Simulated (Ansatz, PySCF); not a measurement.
This Ansatz (a program for electronic structure) input computes a r2SCAN/def2-TZVPD energy:

Ansatz 0.2 input:
```yaml
crystal:
  periodic: [false, false, false]
  atoms:
    - {symbol: C, position_ang: [-2.22242270, 0.37209345, -0.23874821]}
    - {symbol: C, position_ang: [-0.94632448, -0.26112626, 0.23295157]}
    - {symbol: O, position_ang: [0.19165250, 0.50256983, -0.40581113]}
    - {symbol: C, position_ang: [1.39909688, 0.22359810, -0.21483914]}
    - {symbol: O, position_ang: [1.87681025, -0.71014174, 0.51736847]}
    - {symbol: H, position_ang: [-2.31943113, 0.30384028, -1.32105929]}
    - {symbol: H, position_ang: [-3.05412410, -0.16974955, 0.21508881]}
    - {symbol: H, position_ang: [-2.28309718, 1.41410436, 0.07108766]}
    - {symbol: H, position_ang: [-0.79981487, -0.16988556, 1.30981547]}
    - {symbol: H, position_ang: [-0.83660099, -1.29396637, -0.09965610]}
    - {symbol: H, position_ang: [2.13755298, 0.83842824, -0.72445119]}
    - {symbol: H, position_ang: [1.22571516, -1.26958782, 0.98053060]}
basis:
  gaussian:
    orbitals: def2-TZVPD
hamiltonian:
  xc: {name: r2SCAN}
total_charge: 1
output: {forces: true}
```

Question: Write an input for the same energy in PySCF and say what it gives.

Answer: 
```python
from pyscf import gto, scf, dft

mol = gto.M(
    atom='''
    C    -2.22242270    0.37209345   -0.23874821
    C    -0.94632448   -0.26112626    0.23295157
    O     0.19165250    0.50256983   -0.40581113
    C     1.39909688    0.22359810   -0.21483914
    O     1.87681025   -0.71014174    0.51736847
    H    -2.31943113    0.30384028   -1.32105929
    H    -3.05412410   -0.16974955    0.21508881
    H    -2.28309718    1.41410436    0.07108766
    H    -0.79981487   -0.16988556    1.30981547
    H    -0.83660099   -1.29396637   -0.09965610
    H     2.13755298    0.83842824   -0.72445119
    H     1.22571516   -1.26958782    0.98053060
    ''',
    basis='def2-tzvpd',
    charge=1,
    spin=0,
    verbose=4,
)

mf = dft.RKS(mol, xc='r2scan').density_fit(auxbasis='def2-universal-jkfit')
mf.grids.level = 4
mf.conv_tol = 1e-9
mf.max_cycle = 100
mf.max_memory = 1500
mf.kernel()
if not mf.converged:
    mf = mf.newton()
    mf.kernel(mf.make_rdm1())
mf.analyze()
```
It gives -268.65745 Eh, and Ansatz -268.65732 Eh, a difference of 0.13 mEh, from the treatment of integrals and grids.

It need not be the lowest isomer of its formula.
